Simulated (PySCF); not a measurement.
## Working out the excitation energy of Al⁺

Al⁺ [Ne] 3s2 (1S) → Al⁺ [Ne] 3s1 3p1 (3P). Calculation: PySCF 2.14, in aug-cc-pVDZ-DK (5s4p2d, 27 functions); the spin-free X2C one-electron Hamiltonian (Gaussian nucleus). Frozen: [Ne]. Energies in hartree (1 hartree = 27.21139 eV):

```tsv
part	Al⁺ (lower)	Al⁺ (upper)
UHF	-242.103803	-241.971598
MP2 opposite-spin	-0.025157	0.000000
MP2 same-spin	0.000000	-0.002012
```

Question: What does Hartree-Fock give?

Answer: (-241.971598) − (-242.103803) = 0.132205 hartree = 3.597 eV.

Question: What do MP2 and SCS-MP2 (6/5 opposite-spin, 1/3 same-spin) give?

Answer: The opposite-spin parts differ by 0.685 eV and the same-spin parts by -0.055 eV. MP2: 3.597 + (0.685) + (-0.055) = 4.227 eV. SCS-MP2: 3.597 + 1.2 × (0.685) + (-0.055)/3 = 4.401 eV.

Measured between the centres of the two terms (NIST): 4.651 eV, so MP2 (valence) is off by -0.424 eV.

A double-zeta basis recovers only part of the correlation energy.

What remains against the reference includes basis incompleteness, the frozen core and correlation beyond second order.
